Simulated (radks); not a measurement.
Values are calculated unless marked as measured or tabulated.
Q: Code: a radial shooting solver on a logarithmic mesh with Libxc functionals. Model: non-relativistic Kohn-Sham, PBE, spin-unpolarised, spherical densities, point nucleus. Response by self-consistent Sternheimer equations with the Hartree and adiabatic LDA kernel. Rank Ar2+, Ar3+, Ar+, Ar6+, Ar, Ar4+, Ar5+ (NIST ground configurations) by static dipole polarisability, largest first.

A: Ar 11.99, Ar+ 7.084, Ar2+ 4.847, Ar3+ 3.597, Ar4+ 2.822, Ar5+ 2.316, Ar6+ 1.991 bohr^3.
